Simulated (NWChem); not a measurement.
# C₃HClF₂; SMILES FC(F)=C=CCl

```xyz
7

F      0.1956    -2.1666     1.0883
C     -0.0210    -1.4374     0.0000
F      0.1956    -2.1666    -1.0883
C     -0.4111    -0.1800     0.0000
C     -0.7870     1.0793     0.0000
Cl     0.3210     2.4343     0.0000
H     -1.8414     1.4061     0.0000
```
Atoms are numbered in this order, from 1.

Level: PBE-D3(BJ)/def2-SVP (NWChem), optimised geometry, unscaled harmonic frequencies. 

```csv
frequency (cm⁻¹),IR intensity (km/mol)
95,0.1
108,0.0
252,1.6
378,0.4
532,18.4
578,10.8
579,11.9
724,68.3
802,14.2
840,185.0
1187,62.3
1250,266.3
1434,128.9
2051,520.8
3099,1.1
```

```
Quantity                                                                            Value
-----------------------------------------------------------------------  ----------------
zero-point energy                                                           19.9 kcal/mol
thermal correction to the enthalpy at 298.15 K (with zero-point energy)     24.2 kcal/mol
heat capacity Cv                                                         19.0 cal/(mol K)
entropy at 298.15 K and 1 atm (symmetry number 1)                        79.8 cal/(mol K)
dipole moment                                                                      0.99 D
```

Rigid rotor and harmonic oscillator; modes under 100 cm⁻¹ make the entropy uncertain.
